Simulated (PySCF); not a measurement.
## Calculated data, CH6BOSi

Calculation on a computer-drawn molecule: the log of a Hartree-Fock and frozen-core CCSD(T) single point meant for a local Hartree-Fock minimum, with one planted fault or none, to be diagnosed. Offsets are logged minus clean, where the clean run is the same molecule without the fault. The reference is restricted for singlets and unrestricted otherwise, and also for a bond in bohr or an excited solution. Adding or removing an electron swaps singlet and doublet. The excited solution moves the top pair (singlet) or top alpha electron (doublet) to the lowest empty orbital. Highest occupied and lowest empty are orbital energies over both spins, largest force is the largest gradient component, triples share is (T) over the correlation energy, the T1 limit is 0.02 restricted and 0.045 unrestricted, electrons count all cores, a negative frequency is imaginary (commonest isotopes), and the dipole is about the centre of nuclear charge. Program: PySCF 2.14.0.

## CH6BOSi

Logged structure:
```xyz
10
CH6BOSi
O     -3.0404    -0.0461    -0.3061
B     -2.8764    -1.3427     0.0539
C     -1.4376    -1.8277     0.3977
Si     0.0881    -0.7400     0.3483
H     -3.9325     0.1924    -0.5032
H     -3.8308    -2.0791     0.0993
H     -1.3054    -2.8686     0.6867
H      1.2830    -1.5297     0.7339
H      0.3044    -0.1989    -1.0144
H     -0.0456     0.3966     1.2899
```

| Item | Value |
| --- | --- |
| meant charge | 0 |
| meant multiplicity | 2 |
| meant basis | cc-pV(D+d)Z |
| logged electrons | 39 |
| logged basis functions | 95 |
| logged SCF converged | yes |
| logged spin squared | 0.7588 |
| logged highest occupied | -10.403 eV |
| logged lowest empty | 1.4635 eV |
| logged largest force | 4.796e-06 hartree/bohr |
| logged lowest frequency | 65.383 cm⁻¹ |
| logged T1 diagnostic | 0.015422 |
| logged D1 diagnostic | 0.066651 |
| logged triples share | 0.024584 |
| logged CC converged | yes |
| logged dipole magnitude | 1.7062 debye |
| logged SCF stable within its kind | yes |
| logged energy HF | -429.87302 hartree |
| logged energy CCSD(T) | -430.42474 hartree |
| possible faults | no fault, one electron removed, one electron added, multiplicity raised by two, geometry at a saddle point, SCF held on an excited solution, minimal basis STO-3G, one bond length entered in bohr, all coordinates scaled |
| planted fault | no fault |
| HF energy offset from clean run | 0 kcal/mol |
| CCSD(T) energy offset from clean run | 0 kcal/mol |

Drawn bonds:
```
atom  other atom  order
   1           2      1
   2           3      1
   3           4      1
   1           5      1
   2           6      1
   3           7      1
   4           8      1
   4           9      1
   4          10      1
```
